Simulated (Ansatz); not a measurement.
Start from `BOC(B)O` and change one atom or group to get `BOCO`.

Ansatz, PBE0-D4/def2-TZVP geometries, multiplicity 1. Each molecule was computed in one conformer, which needn't be the lowest. `BOC(B)O` holds a close contact that its SMILES doesn't draw: B···O 1.72 Å.

```json
{"property": "HOMO energy (B3LYP/def2-TZVPP) / eV", "`BOC(B)O`": "-8.25"}
{"property": "HOMO–LUMO gap (PBE0/def2-TZVPP) / eV", "`BOC(B)O`": "7.31"}
{"property": "HOMO–LUMO gap (B3LYP/def2-TZVPP) / eV", "`BOC(B)O`": "6.88"}
{"property": "size of the dipole moment (PBE/def2-TZVPP) / D", "`BOC(B)O`": "2.87"}
{"property": "HOMO energy (PBE/def2-TZVPP) / eV", "`BOC(B)O`": "-7.06"}
{"property": "LUMO energy (PBE0/def2-TZVPP) / eV", "`BOC(B)O`": "-1.13"}
```

(1) Give the same properties after the change, and the shifts. (An estimate is asked.)

Answers

(1) The calculation gave: 
```json
{"property": "HOMO energy (B3LYP/def2-TZVPP) / eV", "`BOCO`": "-8.46", "shift": "-0.21"}
{"property": "HOMO–LUMO gap (PBE0/def2-TZVPP) / eV", "`BOCO`": "8.20", "shift": "0.89"}
{"property": "HOMO–LUMO gap (B3LYP/def2-TZVPP) / eV", "`BOCO`": "7.74", "shift": "0.86"}
{"property": "size of the dipole moment (PBE/def2-TZVPP) / D", "`BOCO`": "1.55", "shift": "-1.32"}
{"property": "HOMO energy (PBE/def2-TZVPP) / eV", "`BOCO`": "-7.12", "shift": "-0.06"}
{"property": "LUMO energy (PBE0/def2-TZVPP) / eV", "`BOCO`": "-0.46", "shift": "0.67"}
```

With PBE0 the HOMO falls by 0.21 eV and the LUMO rises by 0.67 eV, so the gap widens by about 0.88 eV. PBE moves the HOMO by -0.06 eV and ωB97M-V by -0.26 eV. The zero-point energy changes by -26.3 kJ/mol with -6 modes. Dipoles are sizes alone; their direction can turn.

B3LYP here is the variant with VWN-RPA as its local correlation; programs differ in this.
